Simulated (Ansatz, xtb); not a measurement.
# Relative energy of two conformers of C2H7BO2

We compare I, `CCB(O)O`, a singlet, with II, `CCB(O)O`, a singlet. Both are isolated molecules in the gas phase, relaxed with PBE0-D3(BJ)/def2-SVP.

I (Å):

```yaml
atoms:
  - { symbol: C, position_ang: [-0.7389, 1.7653, -0.6320] }
  - { symbol: C, position_ang: [0.3604, 1.0542, 0.1450] }
  - { symbol: B, position_ang: [-0.1148, 0.1709, 1.3587] }
  - { symbol: O, position_ang: [0.8402, -0.4855, 2.0858] }
  - { symbol: O, position_ang: [-1.4502, 0.0927, 1.6389] }
  - { symbol: H, position_ang: [-0.3368, 2.3632, -1.4648] }
  - { symbol: H, position_ang: [-1.3143, 2.4434, 0.0170] }
  - { symbol: H, position_ang: [-1.4595, 1.0483, -1.0546] }
  - { symbol: H, position_ang: [0.9543, 0.4017, -0.5209] }
  - { symbol: H, position_ang: [1.0974, 1.7787, 0.5370] }
  - { symbol: H, position_ang: [0.5084, -1.0135, 2.8176] }
  - { symbol: H, position_ang: [-1.6811, -0.4608, 2.3906] }
```

II (Å):

| atom | x (Å) | y (Å) | z (Å) |
| --- | --- | --- | --- |
| C | -1.4385 | -0.0386 | -0.3307 |
| C | -0.6358 | -0.4140 | 0.9082 |
| B | 0.1146 | -1.8029 | 0.8339 |
| O | 0.8815 | -2.2907 | 1.8589 |
| O | 0.0106 | -2.5670 | -0.2850 |
| H | -2.2124 | -0.7910 | -0.5451 |
| H | -1.9386 | 0.9363 | -0.2219 |
| H | -0.7936 | 0.0124 | -1.2210 |
| H | 0.1154 | 0.3678 | 1.1309 |
| H | -1.2905 | -0.4281 | 1.8005 |
| H | 0.9118 | -1.7015 | 2.6173 |
| H | 0.5147 | -3.3841 | -0.1981 |

Problem. Estimate which is lower in electronic energy at CCSD(T)/def2-SVP + ΔMP2/def2-TZVPP, and by roughly how much.

Solution. The CCSD(T)/def2-SVP + ΔMP2/def2-TZVPP calculation puts structure II lower, by 2.8 kcal/mol.

The same difference at several levels:

```csv
level,geometry,E(II) − E(I) (kcal/mol),departure from the last row (kcal/mol),"job, with rough time for the two"
PBE0-D3(BJ)/def2-SVP,PBE0-D3(BJ)/def2-SVP,−3.1,−0.3,"optimisation, 4.6 min"
HF/def2-SVP,PBE0-D3(BJ)/def2-SVP,−3.1,−0.3,part of the CCSD(T) run
MP2/def2-SVP,PBE0-D3(BJ)/def2-SVP,−3.2,−0.4,part of the CCSD(T) run
CCSD(T)/def2-SVP,PBE0-D3(BJ)/def2-SVP,−3.2,−0.4,single point
CCSD(T)/def2-SVP + ΔMP2/def2-TZVPP,PBE0-D3(BJ)/def2-SVP,−2.8,,"single point, 54 s"
```

The levels shown agree on the order. The largest departure from CCSD(T)/def2-SVP + ΔMP2/def2-TZVPP is that of MP2/def2-SVP, 0.4 kcal/mol. Levels run at GFN2-xTB geometries aren't shown. The last row adds to CCSD(T) the change of the MP2 difference between the two basis sets, here +0.4 kcal/mol.

With harmonic frequencies from PBE0-D3(BJ)/def2-SVP (ideal gas, rigid rotor, one conformer each, 400 K, 1 atm): on the last row, ΔE + ΔZPE = −2.5 kcal/mol. A mode under 50 cm⁻¹ makes harmonic enthalpies and free energies unreliable, so none is given.

The correlated steps freeze 5 core orbitals. Programs: Ansatz 0.2.0; the last row on 2 threads of Intel(R) Xeon(R) Processor @ 2.50GHz (Skylake/Cascade Lake) on a shared host.
